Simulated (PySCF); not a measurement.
Point-charge models of `C#CC#C/C=C\C#CC` against its computed dipole.

Coordinates (PBE0-D3(BJ)/def2-SVP, Å) and charges (e) from the PBE0/pcSseg-1 density (PySCF):

```json
{"atom": "C1", "x": "4.109", "y": "0.598", "z": "-1.306", "Mulliken": "-0.4035", "IAO": "-0.1996", "Hirshfeld": "-0.0810", "ESP-fitted": "-0.4681"}
{"atom": "C2", "x": "3.256", "y": "0.374", "z": "-0.465", "Mulliken": "+0.2171", "IAO": "-0.0246", "Hirshfeld": "-0.0400", "ESP-fitted": "+0.2226"}
{"atom": "C3", "x": "2.298", "y": "0.123", "z": "0.477", "Mulliken": "+0.0791", "IAO": "-0.0498", "Hirshfeld": "-0.0398", "ESP-fitted": "-0.2687"}
{"atom": "C4", "x": "1.438", "y": "-0.102", "z": "1.319", "Mulliken": "+0.0620", "IAO": "-0.0006", "Hirshfeld": "-0.0180", "ESP-fitted": "+0.2302"}
{"atom": "C5", "x": "0.463", "y": "-0.361", "z": "2.302", "Mulliken": "-0.2221", "IAO": "-0.1582", "Hirshfeld": "-0.0338", "ESP-fitted": "-0.3612"}
{"atom": "C6", "x": "-0.868", "y": "-0.479", "z": "2.061", "Mulliken": "-0.2126", "IAO": "-0.1297", "Hirshfeld": "-0.0210", "ESP-fitted": "+0.0872"}
{"atom": "C7", "x": "-1.475", "y": "-0.360", "z": "0.791", "Mulliken": "+0.1435", "IAO": "-0.0750", "Hirshfeld": "-0.0684", "ESP-fitted": "-0.3138"}
{"atom": "C8", "x": "-2.004", "y": "-0.258", "z": "-0.301", "Mulliken": "-0.2518", "IAO": "-0.0110", "Hirshfeld": "-0.0252", "ESP-fitted": "+0.2040"}
{"atom": "C9", "x": "-2.621", "y": "-0.135", "z": "-1.607", "Mulliken": "-0.2307", "IAO": "-0.4278", "Hirshfeld": "-0.0906", "ESP-fitted": "-0.5328"}
{"atom": "H10", "x": "4.863", "y": "0.795", "z": "-2.045", "Mulliken": "+0.0808", "IAO": "+0.2099", "Hirshfeld": "+0.1015", "ESP-fitted": "+0.3263"}
{"atom": "H11", "x": "0.817", "y": "-0.474", "z": "3.332", "Mulliken": "+0.1363", "IAO": "+0.1743", "Hirshfeld": "+0.0635", "ESP-fitted": "+0.1922"}
{"atom": "H12", "x": "-1.526", "y": "-0.682", "z": "2.913", "Mulliken": "+0.1346", "IAO": "+0.1721", "Hirshfeld": "+0.0629", "ESP-fitted": "+0.1304"}
{"atom": "H13", "x": "-3.151", "y": "-1.061", "z": "-1.883", "Mulliken": "+0.1546", "IAO": "+0.1728", "Hirshfeld": "+0.0630", "ESP-fitted": "+0.1779"}
{"atom": "H14", "x": "-1.868", "y": "0.069", "z": "-2.383", "Mulliken": "+0.1581", "IAO": "+0.1744", "Hirshfeld": "+0.0639", "ESP-fitted": "+0.1954"}
{"atom": "H15", "x": "-3.356", "y": "0.686", "z": "-1.622", "Mulliken": "+0.1546", "IAO": "+0.1728", "Hirshfeld": "+0.0630", "ESP-fitted": "+0.1785"}
```

What dipole does each set of charges give (1 e·Å = 4.803 D), and what does the density give?

The full density gives (-1.23, -0.03, -0.77) D, 1.45 D in size; dipole vectors point from the negative to the positive end.

| scheme | μx | μy | μz | size (D) | share of the full size (%) | angle to the full dipole (°) |
| --- | --- | --- | --- | --- | --- | --- |
| Mulliken | -3.38 | -0.33 | -0.39 | 3.42 | 235 | 26 |
| IAO | -1.31 | -0.07 | -0.58 | 1.43 | 98 | 8 |
| Hirshfeld | -1.29 | -0.06 | -0.61 | 1.43 | 98 | 7 |
| ESP-fitted | -1.24 | -0.03 | -0.76 | 1.45 | 100 | 0 |

Which set comes closest?

Length of the difference vector: ESP-fitted 0.00 D, Hirshfeld 0.18 D, IAO 0.20 D, Mulliken 2.20 D. Closest: ESP-fitted. The schemes that divide the density aren't constrained to reproduce the dipole.

What is left for the Hirshfeld atoms' own dipoles?

The Hirshfeld atoms' densities add up to the full density, so μ = Σ q r + Σ (atomic dipoles). The atomic dipoles sum to (-1.23, -0.03, -0.77) − (-1.29, -0.06, -0.61) = (0.06, 0.03, -0.16) D, 0.18 D in size.

With the origin at the mean of the coordinates, (0.025, -0.084, 0.106) Å, which are the largest single terms, by size, of the Hirshfeld dipole along the direction of the full one?

H10 -1.45, C9 -1.37, H15 +1.14, H13 +1.14, C1 +1.06 D; all 15 atoms together +1.42 D. The single terms depend on the origin, their sum doesn't.

Give the size of the full dipole in other units.

1.45 D = 0.572 au = 0.303 e·Å = 4.85 × 10⁻³⁰ C·m.

Geometry: PBE0-D3(BJ)/def2-SVP; no solvent, vibrations or thermal averaging.
